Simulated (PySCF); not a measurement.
Method: PBE-D3(BJ)/def2-TZVP // B3LYP-D3(BJ)/def2-TZVP (PySCF). Isolated molecules, 0 K electronic values unless said otherwise. 

Reference species (SMILES): `C1=NCC1` (neutral, multiplicity 1).

```yaml
dipole_moment: 2.32 D
HOMO–LUMO gap: 4.67 eV
```

Changed species: `C=C=NC`.

Question: Give the shifts of the dipole moment and HOMO–LUMO gap.

Answer: the dipole moment falls by 0.95 D, to 1.37 D; the HOMO–LUMO gap decreases by 0.15 eV, to 4.52 eV.
